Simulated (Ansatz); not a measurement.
Frontier orbitals of `[SiH3]CC1C[SiH2]1`.

The species carries charge 0 and has multiplicity 1. Geometry: relaxed with PBE0-D4/def2-TZVP. It is one conformer, not always the lowest. Basis def2-TZVPP, Ansatz.

| functional | HOMO (eV) | LUMO (eV) | gap (eV) |
| --- | --- | --- | --- |
| PBE | -5.58 | -0.66 | 4.92 |
| PBE0 | -6.63 | 0.15 | 6.78 |
| r2SCAN0 | -6.75 | 0.33 | 7.08 |
| ωB97X-V | -8.87 | 2.08 | 10.95 |
| ωB97M-V | -8.74 | 1.78 | 10.52 |

From PBE to PBE0 the HOMO moves by −1.05 eV and the LUMO by +0.81 eV, and with ωB97M-V by −3.17 and +2.44 eV, so the gap grows from 4.91 to 10.53 eV with exact exchange. A positive LUMO is unbound and depends on the basis.
